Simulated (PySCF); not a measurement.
C3H10N3Si (doublet state).
Atom-mapped SMILES: `[NH2:1][CH:2][SiH:3]1[NH:4][CH2:5][CH2:6][NH:7]1` (hydrogens: H8, H9 on N1; H10 on C2; H11 on Si3; H12 on N4; H13, H14 on C5; H15, H16 on C6; H17 on N7)

Structure used (GFN2-xTB), in Å, numbered top down from 1:
```
atom  x, y, z in Å
N1     2.4423    1.0840    0.9622
C2     2.2510    0.2061   -0.0784
Si3    0.6105   -0.5030   -0.5045
N4    -0.2455   -1.1339    0.8615
C5    -1.6637   -0.9023    0.7396
C6    -1.8306    0.4436    0.0187
N7    -0.6046    0.7067   -0.6933
H8     1.5957    1.4930    1.3252
H9     3.2344    1.7077    0.9162
H10    3.1501   -0.0938   -0.5889
H11    0.7562   -1.4151   -1.6533
H12   -0.0193   -2.0181    1.2852
H13   -2.1328   -0.8747    1.7293
H14   -2.1569   -1.6944    0.1549
H15   -2.0130    1.2442    0.7506
H16   -2.6963    0.4064   -0.6537
H17   -0.6846    1.3555   -1.4552
```

The hyperfine couplings belong to this conformer and change with its torsions.

The calculation used PySCF 2.14.0, UKS B3LYP, pcH-1 on C H N Si, non-relativistic, mean-field spin-orbit, GIAO. Isolated species at its GFN2-xTB geometry (one conformer only). A GFN2-xTB geometry isn't a minimum of the functional, and hyperfine couplings can be far from their values at a DFT geometry. Stability of the SCF solution: not tested.

**Question.** Match the computed a_iso(14N) values +25.3, +10.9 MHz (means over equivalent nuclei) with the sites N1; N4/N7.

**Answer.** 
| site | a_iso (MHz) | ρ(0) (bohr⁻³) | position | distance from C2 (Å) | spin population | largest \|T\| (MHz) |
| --- | --- | --- | --- | --- | --- | --- |
| N1 | +25.3 | +0.0784 | 1 bond from C2 | 1.37 | +0.22 | 27.6 |
| N4/N7 | +10.9 | +0.0338 | 2 bonds from C2 | 2.97 | +0.01 | 1.6 |

**Question.** The isotropic 13C couplings, averaged over equivalent nuclei, are +46.0, +1.3 MHz. Assign them to C2; C5/C6.

**Answer.** 
| site | a_iso (MHz) | ρ(0) (bohr⁻³) | position | distance from C2 (Å) | spin population | largest \|T\| (MHz) |
| --- | --- | --- | --- | --- | --- | --- |
| C2 | +46.0 | +0.0410 | largest spin population | 0.00 | +0.73 | 112.4 |
| C5/C6 | +1.3 | +0.0011 | 3 bonds from C2 | 4.12 | 0.00 | 1.3 |

ρ(0) is the spin density at the nucleus and T the dipolar tensor; a_iso includes a spin–orbit part; entries for several nuclei are means. Largest spin populations (Mulliken): C2 (+0.73), N1 (+0.22) and Si3 (+0.09). The angles at C2 add up to 359.9°, so it is planar; its axial dipolar tensor and the negative coupling of its proton fit spin in a p orbital normal to that plane.

Class means assume fast exchange of nuclei equivalent by connectivity; if that motion is slow, each nucleus keeps its own coupling. The 1H value of +2.7 MHz is a mean of couplings from -7.4 to 12.8 MHz in this one geometry, not an average over conformers.
